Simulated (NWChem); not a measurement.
The numbers come from NWChem runs, not from measurements. System: OSe, charge 0, spin multiplicity 3, at a geometry optimised with UPBE0/def2-SVP. The structure started from a generated list of species. Its SCF solution wasn't tested for a lower state. Level: UB3LYP/def2-TZVP, VWN1-RPA local correlation.

Job file:

```
start mol
memory heap 200 mb stack 900 mb global 1100 mb
geometry units angstroms nocenter noautoz
  O      0.000000     0.000000     1.329138
  Se     0.000000     0.000000    -0.312738
  symmetry group C2v
end
basis spherical
  * library def2-tzvp
end
dft
  xc b3lyp
  odft
  mult 3
  semidirect memsize 60000000 filesize 0
  iterations 100
end
task dft energy
```

Output (cleaned and shortened):

```
             Northwest Computational Chemistry Package (NWChem) 7.3.0
             --------------------------------------------------------

                                NWChem Input Module
                                -------------------

 Scaling coordinates for geometry "geometry" by  1.889725989
 (inverse scale =  0.529177249)

 Turning off AUTOSYM since
 SYMMETRY directive was detected!

                             Geometry "geometry" -> ""
                             -------------------------

 Output coordinates in angstroms (scale by  1.889725989 to convert to a.u.)

  No.       Tag          Charge          X              Y              Z
 ---- ---------------- ---------- -------------- -------------- --------------
    1 O                    8.0000     0.00000000     0.00000000     1.32913800
    2 Se                  34.0000     0.00000000     0.00000000    -0.31273800

 Effective nuclear repulsion energy (a.u.)      87.6657017509

            Nuclear Dipole moment (a.u.)
            ----------------------------
        X                 Y               Z
 ---------------- ---------------- ----------------
     0.0000000000     0.0000000000     0.0000226767

      Symmetry information
      --------------------

 Group name             C2v
 Group number             16
 Group order               4
 No. of unique centers     2

      Symmetry unique atoms

     1    2


 Summary of "ao basis" -> "" (spherical)
 ------------------------------------------------------------------------------
       Tag                 Description            Shells   Functions and Types
 ---------------- ------------------------------  ------  ---------------------
 *                         def2-tzvp                  on all atoms

                                 NWChem DFT Module
                                 -----------------

 Summary of "ao basis" -> "ao basis" (spherical)
 ------------------------------------------------------------------------------
       Tag                 Description            Shells   Functions and Types
 ---------------- ------------------------------  ------  ---------------------
 O                         def2-tzvp                11       31   5s3p2d1f
 Se                        def2-tzvp                16       48   6s5p4d1f

 Summary of "ao basis" -> "ao basis" (spherical)
 ------------------------------------------------------------------------------
       Tag                 Description            Shells   Functions and Types
 ---------------- ------------------------------  ------  ---------------------
 O                         def2-tzvp                11       31   5s3p2d1f
 Se                        def2-tzvp                16       48   6s5p4d1f

      Symmetry analysis of basis
      --------------------------

        a1         35
        a2          8
        b1         18
        b2         18

            General Information
            -------------------
          SCF calculation type: DFT
          Wavefunction type:  spin polarized.
          No. of atoms     :     2
          No. of electrons :    42
           Alpha electrons :    22
            Beta electrons :    20
          Charge           :     0
          Spin multiplicity:     3
          Use of symmetry is: on ; symmetry adaption is: on
          Maximum number of iterations: 100
          AO basis - number of functions:    79
                     number of shells:    27
          Convergence on energy requested:  1.00D-06
[...]
  ----- ------------  ---------------      ----- ------------  ---------------
     7      0.350537  1 O  py                10      0.294820  1 O  py
    48      0.291277  2 Se py                42     -0.208517  2 Se py
    13      0.204298  1 O  py                45      0.189909  2 Se py
    51      0.156425  2 Se py                39      0.063634  2 Se py
    69      0.042554  2 Se d -1              54     -0.041314  2 Se d -1

 Vector   20  Occ=1.000000D+00  E=-3.573781D-01  Symmetry=b1
              MO Center= -4.4D-15, -2.4D-19,  7.4D-01, r^2= 1.5D+00
   Bfn.  Coefficient  Atom+Function         Bfn.  Coefficient  Atom+Function
  ----- ------------  ---------------      ----- ------------  ---------------
     6      0.350537  1 O  px                 9      0.294820  1 O  px
    47      0.291277  2 Se px                41     -0.208517  2 Se px
    12      0.204298  1 O  px                44      0.189909  2 Se px
    50      0.156425  2 Se px                38      0.063634  2 Se px
    71     -0.042554  2 Se d  1              56      0.041314  2 Se d  1

 Vector   21  Occ=0.000000D+00  E=-1.396649D-01  Symmetry=b2
              MO Center=  2.2D-19,  2.6D-18,  1.1D-01, r^2= 2.3D+00
   Bfn.  Coefficient  Atom+Function         Bfn.  Coefficient  Atom+Function
  ----- ------------  ---------------      ----- ------------  ---------------
    48      0.405168  2 Se py                51      0.390160  2 Se py
     7     -0.310292  1 O  py                13     -0.281650  1 O  py
    42     -0.268641  2 Se py                45      0.253731  2 Se py
    10     -0.251371  1 O  py                39      0.081465  2 Se py
    69     -0.063854  2 Se d -1              54      0.039685  2 Se d -1

 Vector   22  Occ=0.000000D+00  E=-1.396649D-01  Symmetry=b1
              MO Center= -5.3D-16,  6.0D-19,  1.1D-01, r^2= 2.3D+00
   Bfn.  Coefficient  Atom+Function         Bfn.  Coefficient  Atom+Function
  ----- ------------  ---------------      ----- ------------  ---------------
    47      0.405168  2 Se px                50      0.390160  2 Se px
     6     -0.310292  1 O  px                12     -0.281650  1 O  px
    41     -0.268641  2 Se px                44      0.253731  2 Se px
     9     -0.251371  1 O  px                38      0.081465  2 Se px
    71      0.063854  2 Se d  1              56     -0.039685  2 Se d  1

 Vector   23  Occ=0.000000D+00  E=-8.814778D-03  Symmetry=a1
              MO Center= -9.5D-16, -9.6D-16, -3.2D-01, r^2= 3.3D+00
   Bfn.  Coefficient  Atom+Function         Bfn.  Coefficient  Atom+Function
  ----- ------------  ---------------      ----- ------------  ---------------
    52      0.937619  2 Se pz                 5     -0.701738  1 O  s
    37      0.693769  2 Se s                 14      0.389425  1 O  pz
    49      0.343295  2 Se pz                 8      0.239545  1 O  pz
    11      0.223987  1 O  pz                43     -0.172684  2 Se pz
    46      0.159786  2 Se pz                 3     -0.125799  1 O  s

   alpha - beta orbital overlaps
   -----------------------------

   alpha      1      2      3      4      5      6      7      8      9     10
    beta      1      2      4      5      3      6      7      8      9     10
 overlap   1.000  1.000  1.000  1.000  1.000  1.000  1.000  1.000  1.000  1.000

   alpha     11     12     13     14     15     16     17     18     19     20
    beta     11     12     13     14     15     16     17     18     19     20
 overlap   1.000  1.000  1.000  1.000  1.000  0.999  0.998  0.999  0.994  0.994

   alpha     21     22     23     24     25     26     27     28     29     30
    beta     21     22     23     24     25     26     27     28     29     30
 overlap   0.994  0.994  0.999  0.998  0.998  0.999  1.000  1.000  0.998  0.998

   alpha     31     32     33     34     35     36     37     38     39     40
    beta     31     32     33     34     35     36     37     38     39     40
 overlap   0.994  0.995  0.999  0.999  0.998  1.000  1.000  1.000  0.994  0.994

   alpha     41     42     43     44     45     46     47     48     49     50
    beta     43     42     41     44     45     46     47     48     49     50
 overlap   0.994  0.994  1.000  1.000  1.000  0.998  0.998  0.998  0.998  1.000

   alpha     51     52     53     54     55     56     57     58     59     60
    beta     51     52     53     54     55     56     57     58     59     60
 overlap   1.000  1.000  1.000  1.000  1.000  1.000  1.000  1.000  1.000  1.000

   alpha     61     62     63     64     65     66     67     68     69     70
    beta     61     62     63     64     65     66     67     68     69     71
 overlap   1.000  1.000  1.000  1.000  1.000  1.000  1.000  1.000  1.000  1.000

   alpha     71     72     73     74     75     76     77     78     79
    beta     70     72     73     74     75     76     77     78     79
 overlap   1.000  1.000  1.000  1.000  1.000  1.000  1.000  1.000  1.000

     --------------------------
     Expectation value of S2:
     --------------------------
      <S2> =      2.0090 (Exact =     2.0000)

 center of mass
 --------------
 x =   0.00000000 y =   0.00000000 z =  -0.06811840

 moments of inertia (a.u.)
 ------------------
         128.029851381210           0.000000000000           0.000000000000
           0.000000000000         128.029851381210           0.000000000000
           0.000000000000           0.000000000000           0.000000000000

     Multipole analysis of the density
     ---------------------------------

     L   x y z        total         alpha         beta         nuclear
     -   - - -        -----         -----         ----         -------
     0   0 0 0     -0.000000    -22.000000    -20.000000     42.000000

     1   1 0 0     -0.000000     -0.000000      0.000000      0.000000
     1   0 1 0     -0.000000     -0.000000      0.000000      0.000000
     1   0 0 1     -0.846478     -0.712705     -0.133796      0.000023

     2   2 0 0    -16.959867    -10.229167     -6.730700      0.000000
     2   1 1 0      0.000000      0.000000     -0.000000      0.000000
     2   1 0 1     -0.000000      0.000000     -0.000000      0.000000
     2   0 2 0    -16.959867    -10.229167     -6.730700      0.000000
     2   0 1 1     -0.000000      0.000000     -0.000000      0.000000
     2   0 0 2    -18.264143    -44.069967    -36.538654     62.344478

 Task  times  cpu:        5.7s     wall:        5.7s

 Total times  cpu:        5.8s     wall:        5.8s
```
